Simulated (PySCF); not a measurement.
## Calculated data, CH7GeNSi

Calculation on a computer-drawn molecule: the log of a Hartree-Fock and frozen-core CCSD(T) single point meant for a local Hartree-Fock minimum, with one planted fault or none, to be diagnosed. Offsets are logged minus clean, where the clean run is the same molecule without the fault. The reference is restricted for singlets and unrestricted otherwise, and also for a bond in bohr or an excited solution. Adding or removing an electron swaps singlet and doublet. The excited solution moves the top pair (singlet) or top alpha electron (doublet) to the lowest empty orbital. Highest occupied and lowest empty are orbital energies over both spins, largest force is the largest gradient component, triples share is (T) over the correlation energy, the T1 limit is 0.02 restricted and 0.045 unrestricted, electrons count all cores, a negative frequency is imaginary (commonest isotopes), and the dipole is about the centre of nuclear charge; on germanium a core potential holds 10 electrons, which the energies leave out, and 3d is frozen in MP2 and coupled-cluster steps. Program: PySCF 2.14.0.

```json
{"formula": "CH7GeNSi", "logged_structure": {"atoms_angstrom": [["Si", 0.8449, -0.6177, 2.0082], ["C", -0.3742, -0.7242, 0.5589], ["N", -0.1234, 0.3752, -0.3454], ["Ge", 0.4621, 0.2527, -1.9141], ["H", 0.7328, 0.69, 2.6917], ["H", 0.5698, -1.698, 2.9928], ["H", 2.2306, -0.785, 1.5036], ["H", -1.3854, -0.6265, 0.9726], ["H", -0.3182, -1.7281, 0.1115], ["H", 0.7926, -1.0441, -2.6527], ["H", 0.7058, 1.5278, -2.6941]]}, "given": {"meant_charge": 0, "meant_multiplicity": 1, "meant_basis": "cc-pV(D+d)Z", "meant_basis_and_core_potential_on_germanium": "cc-pVDZ-PP ECP10MDF", "logged_electrons": 67, "logged_basis_functions": 109, "logged_SCF_converged": "yes", "logged_spin_squared": 0.7743, "logged_highest_occupied [eV]": 0.069274, "logged_lowest_empty [eV]": 8.079, "logged_largest_force [hartree/bohr]": 0.067192, "logged_T1_diagnostic": 0.015905, "logged_D1_diagnostic": 0.061845, "logged_triples_share": 0.031833, "logged_CC_converged": "yes", "logged_dipole_magnitude [debye]": 2.2071, "logged_SCF_stable_within_its_kind": "yes", "logged_energy_HF [hartree]": -678.59045, "logged_energy_CCSD(T) [hartree]": -679.18356, "possible_faults": "no fault, one electron removed, one electron added, multiplicity raised by two, geometry at a saddle point, SCF held on an excited solution, minimal basis STO-3G, one bond length entered in bohr, all coordinates scaled", "drawn_bonds_atom": [1, 2, 3, 1, 1, 1, 2, 2, 4, 4], "drawn_bonds_other_atom": [2, 3, 4, 5, 6, 7, 8, 9, 10, 11], "drawn_bonds_order": [1, 1, 2, 1, 1, 1, 1, 1, 1, 1]}, "results": {"planted_fault": "one electron added", "HF_energy_offset_from_clean_run [kcal/mol]": 19.24, "CCSD(T)_energy_offset_from_clean_run [kcal/mol]": 18.69}, "notes": ["highest electron not bound in this basis"]}
```
